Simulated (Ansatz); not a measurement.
The inner images of a band of Cl₂H₂Sn (5 atoms, charge 0, multiplicity 1) are given out of order.

Computed with RKS PBE/def2-SVP (Ansatz 0.2.0).

Initial state:

```xyz
5
Properties=species:S:1:pos:R:3
Sn 0.363 0.041 0.076
Cl 0.705 -0.023 2.416
H 1.905 -0.076 -0.678
H -0.626 1.407 -0.267
Cl -0.868 -1.895 -0.502
```

Final state:

```xyz
5
Properties=species:S:1:pos:R:3
Sn 0.501 0.835 -0.859
Cl 1.405 -0.079 1.669
H 0.742 -1.059 0.948
H -1.022 1.374 -0.051
Cl -0.148 -1.618 -0.662
```

Q: Put them in order from the first end to the last, with their energies above the first end.
A.
```xyz
5
Properties=species:S:1:pos:R:3
Sn 0.279 0.072 -0.413
Cl 1.265 -0.008 2.044
H 1.901 -0.092 0.338
H -0.894 1.360 -0.294
Cl -1.074 -1.878 -0.629
```
B.
```xyz
5
Properties=species:S:1:pos:R:3
Sn 0.124 0.444 -1.050
Cl 1.329 0.184 1.685
H 2.121 -0.795 1.358
H -1.120 1.340 -0.089
Cl -0.976 -1.720 -0.858
```
C.
```xyz
5
Properties=species:S:1:pos:R:3
Sn 0.292 0.051 -0.064
Cl 1.027 0.005 2.223
H 1.977 -0.096 -0.179
H -0.811 1.352 -0.321
Cl -1.008 -1.859 -0.613
```
D.
```xyz
5
Properties=species:S:1:pos:R:3
Sn 0.171 0.143 -0.858
Cl 1.375 0.025 1.912
H 2.206 -0.188 0.926
H -1.066 1.310 -0.268
Cl -1.209 -1.836 -0.666
```
E.
```xyz
5
Properties=species:S:1:pos:R:3
Sn 0.286 0.705 -1.003
Cl 1.453 0.090 1.727
H 1.381 -1.138 1.293
H -1.121 1.402 -0.104
Cl -0.522 -1.605 -0.867
```

A: C (+0.52 eV), A (+1.51 eV), D (+0.83 eV), B (+0.74 eV), E (+0.66 eV).

Time of the run: 2 min on 1 thread of Arm Neoverse V2, on a shared host, peak memory 0.12 GiB.
